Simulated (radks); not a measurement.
Values are calculated unless marked as measured or tabulated.
Coulomb parameter of the 5d shell of the iridium ion Ir2+ in the model configuration [Xe] 4f14 5d6 6s1, as a second difference U = [E(n + 0.5) + E(n - 0.5) - 2 E(n)] / (0.5)^2 with all orbitals relaxed. "Bare": the charge of the atom changes with n. "Screened": the 6s shell takes up the change at fixed total charge, which measures U(5d,5d) + U(6s,6s) - 2 U(5d,6s). Code: a radial shooting solver on a logarithmic mesh with Libxc functionals. Model: scalar-relativistic Kohn-Sham, BLYP, spin-unpolarised, spherical densities, point nucleus.

\begin{tabular}{lrr}
case & configuration & E - E(n) (eV) \\ \hline
start & [Xe] 4f14 5d6 6s1 & 0.000 \\
bare +0.5 & [Xe] 4f14 5d6.5 6s1 & -11.852 \\
bare -0.5 & [Xe] 4f14 5d5.5 6s1 & 14.894 \\
screened +0.5 & [Xe] 4f14 5d6.5 6s0.5 & -1.790 \\
screened -0.5 & [Xe] 4f14 5d5.5 6s1.5 & 2.097 \\
\end{tabular}

U(bare) = 12.166 eV, U(screened by 6s) = 1.230 eV, against the Slater integral F0(5d,5d) = 15.526 eV with frozen orbitals.
